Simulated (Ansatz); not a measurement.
```yaml
crystal:
  periodic: [false, false, false]
  atoms:
    - {symbol: B, position_ang: [-0.792956, 1.152985, 0.009756]}
    - {symbol: Si, position_ang: [0.331661, 0.325506, -0.246449]}
    - {symbol: O, position_ang: [0.495204, 0.173264, -1.382076]}
    - {symbol: Si, position_ang: [0.056051, -1.041325, 0.478530]}
    - {symbol: H, position_ang: [-1.179813, 1.325668, -0.481857]}
    - {symbol: H, position_ang: [-0.793096, 1.207931, 0.684162]}
    - {symbol: H, position_ang: [1.189298, 0.791481, 0.191961]}
    - {symbol: H, position_ang: [0.867552, -0.159682, -1.337278]}
    - {symbol: H, position_ang: [-0.737450, -1.247197, 0.319233]}
    - {symbol: H, position_ang: [0.802419, -1.733243, 0.255948]}
    - {symbol: H, position_ang: [0.104632, -0.885400, 1.360751]}
basis:
  gaussian: {orbitals: "6-31G*", final_grid: {core_spheres: 8, valence_spheres: 7, degree: 23}}
hamiltonian: {xc: {name: BLYP}}
accuracy: high
```

```sh
$ ansatz run in.yaml --threads 2 --pin off --events-out ev --progress --plain --max-ram 4352MiB
```

It prints (some lines left out):

```
Functional definition: BLYP
1833 factors; integrals over basis functions are off by at most 4.0e-9 eV
mean field evaluation 1: about -18468.2269 eV, gradient 1.0e2 eV
mean field evaluation 2: about -18396.2340 eV, gradient 1.9e2 eV
mean field evaluation 4: about -18487.9524 eV, gradient 2.6e1 eV
mean field evaluation 8: about -18490.3899 eV, gradient 7.2e-1 eV
mean field evaluation 16: about -18490.3809 eV, gradient 1.6e-4 eV
mean field -18490.38086670 eV, -679.5089636209 hartree, gradient 4.8e-9 eV, S^2 0.000000; 0 other end points of the search recorded, 0 dependent functions left out
reference -18490.38092114 eV, -679.5089656215 hartree; 24, 24 occupied and 58, 58 virtual orbitals, 1833 factors
Total energy: -18490.38092114 eV, -679.5089656215 hartree
```

Question: What is wrong with this run?

Answer: The geometry is squeezed to about two thirds of its size. The calculation finished and met its thresholds. The result belongs to that input, not to the molecule as meant.
